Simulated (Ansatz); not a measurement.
`[F][Sb]([F])[SiH3]` + `NC[SiH2]S` → `NC[SiH2]S[SiH3]` + `[F][SbH][F]`  (cleavage of the Si–Sb bond)

Isolated molecules relaxed with PBE0-D4/def2-TZVP in Ansatz; ΔE leaves out vibrations. CBS: MP2 limit from def2 TZ/QZ plus the TZ coupled-cluster correction, frozen cores. Functionals use def2-TZVPP. Elements past krypton have def2 core potentials. For Sb outer-core shells are correlated without core-valence functions, which leaves a few kJ/mol of doubt a bond. One conformer a species, not always the lowest.

CCSD(T)/CBS gives -0.43 eV.

Q: Another level gave -0.37 eV. Which?
A. PBE0/def2-TZVPP
B. HF/def2-TZVPP
C. MP2/def2-TZVPP
D. ωB97M-V/def2-TZVPP

A: A. PBE0 -0.37, MP2/def2-TZVPP -0.52, ωB97M-V -0.46, HF/def2-TZVPP -0.41 eV.

Largest T1 diagnostic among the species: 0.015.

From PBE to PBE0 (25 % exact exchange), in def2-TZVPP and without D4, ΔE moves by −0.04 eV. The D4 term adds −0.08 eV with B3LYP and −0.04 eV with PBE0; it sums over pairs of atoms, weighted by their polarisabilities, and B3LYP, whose exchange is more repulsive, gets the larger term. In def2-TZVPP, CCSD(T) changes the Hartree–Fock value by −0.05 eV (the triples alone add −0.02 eV) and MP2 by −0.11 eV.

B3LYP here is the variant with VWN-RPA as its local correlation; programs differ in this.
